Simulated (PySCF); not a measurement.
An excited-state job on `C=NB(C)C#C[SiH3]`.

Computed with TDDFT wB97X-D/def2-SVPD, vertical, gas phase, core orbitals frozen in the response (PySCF 2.14.0, density-fitted response routines). Geometry: GFN2-xTB. A driver script takes a list of jobs; this job's settings line and coordinates (Å) are shown.

Command:
```bash
OMP_NUM_THREADS=1 python probes_run.py task.json out
```

Input:
```
{"job": {"kind": "uv", "xc": "wB97X-D", "basis": "def2-SVPD", "nstates": 8, "ntriplets": 3}, "charge": 0, "multiplicity": 1}
C     -2.837616     1.303454    -0.083552
N     -1.911062     0.489121    -0.176745
B     -0.923026    -0.416469    -0.282898
C     -1.259980    -1.966372    -0.465712
C      0.525433     0.050191    -0.221554
C      1.690087     0.381650    -0.183569
Si     3.467212     0.871255    -0.137088
H     -3.258265     1.795686    -0.959536
H     -3.273405     1.568011     0.879092
H     -2.318522    -2.145370    -0.634744
H     -0.704921    -2.385467    -1.301902
H     -0.963558    -2.520826     0.422677
H      4.161448     0.037483     0.849955
H      4.043843     0.658711    -1.468730
H      3.557918     2.286930     0.236739
```

Output:
```
coarse grid: 13080 points
cycle   1  E = -525.8220246795  dE =  8.025e-01  |g| = 4.549e-01  |ddm| = 8.789e+00
cycle   2  E = -525.8298792583  dE = -7.855e-03  |g| = 4.896e-01  |ddm| = 1.585e+00
cycle   3  E = -525.8837684072  dE = -5.389e-02  |g| = 8.285e-02  |ddm| = 7.022e-01
cycle   4  E = -525.8852043138  dE = -1.436e-03  |g| = 4.308e-02  |ddm| = 1.917e-01
cycle   5  E = -525.8856550708  dE = -4.508e-04  |g| = 1.317e-02  |ddm| = 1.141e-01
cycle   6  E = -525.8856969809  dE = -4.191e-05  |g| = 2.597e-03  |ddm| = 2.943e-02
cycle   7  E = -525.8856994795  dE = -2.499e-06  |g| = 1.098e-03  |ddm| = 1.033e-02
final grid: 121936 points
cycle   8  E = -525.9596376202  dE = -7.584e-05  |g| = 4.766e-03  |ddm| = 1.860e-01
cycle   9  E = -525.9596387041  dE = -1.084e-06  |g| = 4.554e-03  |ddm| = 2.085e-02
cycle  10  E = -525.9596431651  dE = -4.461e-06  |g| = 9.815e-04  |ddm| = 6.493e-03
cycle  11  E = -525.9596433629  dE = -1.978e-07  |g| = 3.541e-04  |ddm| = 2.109e-03
cycle  12  E = -525.9596434001  dE = -3.720e-08  |g| = 1.431e-04  |ddm| = 1.004e-03
cycle  13  E = -525.9596434055  dE = -5.365e-09  |g| = 5.394e-05  |ddm| = 3.804e-04
cycle  14  E = -525.9596434064  dE = -9.645e-10  |g| = 1.222e-05  |ddm| = 1.280e-04
converged SCF energy = -525.9596434064

Static polarisability (au): isotropic 102.791, principal 71.138 94.193 143.040

Singlet excitations
state   eV       nm        f      main configurations
  1   4.6073    269.1   0.00005   H->L 0.76, H-2->L 0.20
  2   5.1894    238.9   0.00043   H-1->L+1 0.94
  3   5.7053    217.3   0.11627   H->L+1 0.58, H-1->L+3 0.17, H-1->L 0.10
  4   6.2190    199.4   0.00051   H->L+3 0.54, H-2->L 0.17, H-2->L+3 0.13
  5   6.6866    185.4   0.22378   H-1->L 0.75, H->L+1 0.16
  6   7.1260    174.0   0.15664   H-2->L+1 0.42, H-1->L+3 0.18, H->L+1 0.13
  7   7.1412    173.6   0.01298   H-3->L+1 0.54, H->L+2 0.27
  8   7.1516    173.4   0.00866   H->L+2 0.53, H-3->L+1 0.30

Triplet excitations (Tamm-Dancoff, eV): 4.1371 4.4645 4.8734
```

The SCF starts on a coarse grid where the log names one; the energy can jump when the final grid takes over, and dE then counts from the start density on the new grid. H and L stand for HOMO and LUMO; the number after each pair is its weight.

Task: How does the lowest singlet excitation compare with the HOMO–LUMO gap?

Result: HOMO -9.24 eV and LUMO 0.80 eV give a gap of 10.04 eV; S1 at 4.61 eV lies 5.43 eV below it.

Main results: HOMO -9.24 eV, LUMO 0.80 eV; lowest singlet 4.61 eV; lowest triplet 4.14 eV (Tamm–Dancoff); mean polarisability 102.8 au.

Task: How long does this job take on one thread, Intel Xeon at 2.50 GHz (x86_64), shared host with 64 logical CPUs at a one-minute load of 63? And the peak memory of the process?

Result: About 1.7 min, with 0.88 GiB resident at the peak, the Python interpreter and its libraries included.
Labels such as C1 count atoms from 1, the log's own numbers from 0.

wB97X-D is run here without its empirical dispersion term; that term would change no orbital, density or response property at a fixed geometry.
